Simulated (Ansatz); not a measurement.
Geometry optimisation, Ansatz 0.2.0, RKS LDA/def2-SVP.

Input:

```yaml
crystal:
  periodic: [false, false, false]
  atoms:
    - { symbol: C, position_ang: [0.10784, 0.5177, -1.1491] }
    - { symbol: "N", position_ang: [0.35676, -0.82747, -0.6901] }
    - { symbol: Mg, position_ang: [0.62307, -1.0431, 1.1926] }
    - { symbol: O, position_ang: [-0.14584, -0.2468, 2.47623] }
    - { symbol: H, position_ang: [0.03007, 0.50298, -2.24289] }
    - { symbol: H, position_ang: [-0.81573, 0.96786, -0.75469] }
    - { symbol: H, position_ang: [0.94821, 1.15489, -0.87004] }
    - { symbol: H, position_ang: [-0.44808, -1.39333, -0.95048] }
    - { symbol: H, position_ang: [-0.6563, 0.36729, 2.98846] }
basis:
  gaussian: { orbitals: def2-SVP }
hamiltonian:
  xc: lda
relax:
  f_tol: 0.015
  max_steps: 40
```

Launched with:

```bash
$ ansatz run input.yaml --threads 1 --pin off --max-ram 2048MiB --backend cpu --events-out ev --progress --plain --runs-dir out
```

Question: Where does it end, and by what steps?

Answer: The run converged. The force dipped under the threshold on the way, but the program's further checks kept it going. After 14 steps the energy has fallen by 0.864 eV; H6 moved furthest, 1.39 Å.

```json
{"step": "0", "energy less start (eV)": "0.0000", "largest force component (eV/Å)": "1.394", "accepted": "yes"}
{"step": "1", "energy less start (eV)": "-0.2742", "largest force component (eV/Å)": "0.869", "accepted": "yes"}
{"step": "2", "energy less start (eV)": "-0.4549", "largest force component (eV/Å)": "0.422", "accepted": "yes"}
{"step": "3", "energy less start (eV)": "-0.5814", "largest force component (eV/Å)": "0.358", "accepted": "yes"}
{"step": "4", "energy less start (eV)": "-0.6824", "largest force component (eV/Å)": "0.374", "accepted": "yes"}
{"step": "5", "energy less start (eV)": "-0.7426", "largest force component (eV/Å)": "0.512", "accepted": "yes"}
{"step": "6", "energy less start (eV)": "-0.8094", "largest force component (eV/Å)": "0.187", "accepted": "yes"}
{"step": "7", "energy less start (eV)": "-0.8403", "largest force component (eV/Å)": "0.129", "accepted": "yes"}
{"step": "8", "energy less start (eV)": "-0.8478", "largest force component (eV/Å)": "0.408", "accepted": "yes"}
{"step": "9", "energy less start (eV)": "-0.8624", "largest force component (eV/Å)": "0.030", "accepted": "yes"}
{"step": "10", "energy less start (eV)": "-0.8634", "largest force component (eV/Å)": "0.030", "accepted": "yes"}
{"step": "11", "energy less start (eV)": "-0.8634", "largest force component (eV/Å)": "0.079", "accepted": "no"}
{"step": "12", "energy less start (eV)": "-0.8636", "largest force component (eV/Å)": "0.011", "accepted": "yes"}
{"step": "13", "energy less start (eV)": "-0.8638", "largest force component (eV/Å)": "0.017", "accepted": "yes"}
{"step": "14", "energy less start (eV)": "-0.8638", "largest force component (eV/Å)": "0.015", "accepted": "yes"}
```

```xyz
9
Properties=species:S:1:pos:R:3
C 0.099 0.517 -1.512
N -0.180 -0.501 -0.540
Mg -0.040 -0.445 1.343
O 0.169 -0.430 3.099
H 0.913 0.250 -2.236
H -0.785 0.808 -2.138
H 0.437 1.460 -1.025
H -0.493 -1.363 -1.000
H -0.120 -0.295 4.008
```

The run took 33 s on 1 thread of Arm Neoverse V1, with other jobs on the host, peak memory 0.14 GiB.
